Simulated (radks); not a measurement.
Values are calculated unless marked as measured or tabulated.
Fe11+, configuration [Ne] 3s2 3p3. Code: a radial shooting solver on a logarithmic mesh with Libxc functionals. Model: non-relativistic Kohn-Sham, LDA (Slater exchange, Perdew-Wang correlation), spin-polarised, spherical densities, point nucleus; open shells are filled with parallel spins first. Some entries of the table are withheld. Estimate them.

orbital,occ.,eigenvalue (Ry),<r^2> (bohr^2)
1s up,1,-531.0086,0.004706
1s down,1,-530.8393,0.004705
2s up,1,-81.20421,0.08529
2s down,1,-81.03556,0.08500
2p up,3,-73.31429,(1)
2p down,3,-73.11095,(2)
3s up,1,-25.42300,0.5859
3s down,1,-24.81814,0.5924
3p up,3,-22.97291,0.5873
3p down,0,-22.37259,0.5952

Answer. 
(1) 2p up <r^2> (bohr^2): 0.06781
(2) 2p down <r^2> (bohr^2): 0.06764
